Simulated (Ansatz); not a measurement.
A nudged elastic band was laid between two geometries of C₂H₇ClOSi₂ (13 atoms, charge 0, multiplicity 1).

Method: RKS r2SCAN/6-31G* in Ansatz.

```yaml
movable_images: 7
climbing_image: yes
spring: 5.0 eV/Å²
optimiser: quadratic models (default)
start_path: through a guess of the saddle point
force_threshold: 0.05 eV/Å
iteration_limit: 36
end_points: relaxed
```

Image 0:

```xyz
13
Properties=species:S:1:pos:R:3
O 2.274 -1.349 -1.812
C 1.592 -0.619 -0.904
Cl 2.306 -0.848 0.665
C 0.530 0.180 -1.106
Si -0.362 1.160 0.202
Si -1.686 -0.190 1.588
H 1.857 -1.199 -2.679
H 0.165 0.236 -2.135
H 0.590 1.958 1.029
H -1.259 2.116 -0.514
H -2.699 -0.919 0.769
H -2.416 0.639 2.593
H -0.871 -1.200 2.319
```

Image 8:

```xyz
13
Properties=species:S:1:pos:R:3
O 1.962 -1.199 -2.167
C 1.434 -0.541 -1.116
Cl 2.265 -0.862 0.407
C 0.379 0.281 -1.196
Si -0.409 1.206 0.212
Si -1.681 -0.194 1.597
H 2.732 -1.715 -1.880
H -0.031 0.373 -2.202
H 0.613 1.923 1.030
H -1.317 2.229 -0.386
H -2.765 -0.850 0.808
H -2.319 0.582 2.700
H -0.843 -1.266 2.207
```

Problem. Which bonds break or form, and what moves?

Solution. No bond is made or broken. The dihedral H7–O1–C2–Cl3 goes from -180 to -2°.

Problem. What energy profile does the band end with?

Solution. It converged. The highest image is number 4 of 0 to 8, 15.6 kJ/mol above the first end and 18.8 kJ/mol above the last; the last end lies 3.2 kJ/mol below the first. A vibrational analysis at the climbing image gives one clearly imaginary mode, 394i cm⁻¹: a first-order saddle point.

```csv
image,path coordinate (Å),energy (kJ/mol),dihedral H7–O1–C2–Cl3 (°)
0,0.00,0.0,-180
1,0.28,0.5,-173
2,0.56,4.4,-154
3,0.84,11.8,-130
4,1.12,15.6,-105
5,1.47,10.4,-75
6,1.83,1.8,-46
7,2.18,-2.6,-20
8,2.53,-3.2,-2
```

Problem. What is the geometry of the highest image?

Solution. 
```xyz
13
Properties=species:S:1:pos:R:3
O 2.025 -1.465 -1.952
C 1.467 -0.692 -0.988
Cl 2.235 -0.920 0.586
C 0.416 0.126 -1.138
Si -0.383 1.152 0.202
Si -1.695 -0.161 1.633
H 2.583 -0.911 -2.521
H 0.000 0.142 -2.148
H 0.641 1.909 0.978
H -1.269 2.143 -0.478
H -2.725 -0.895 0.842
H -2.402 0.697 2.628
H -0.872 -1.159 2.370
```

Problem. What are the harmonic wavenumbers there?

Solution. 394i, 42, 72, 88, 154, 225, 357, 380, 425, 450, 516, 534, 559, 614, 731, 774, 808, 839, 884, 930, 942, 949, 1110, 1210, 1267, 1668, 2221, 2231, 2234, 2242, 2255, 3155, 3730 cm⁻¹.

The run took 6.7 min on 2 threads of Arm Neoverse V1 (shared host), peak memory 0.21 GiB.
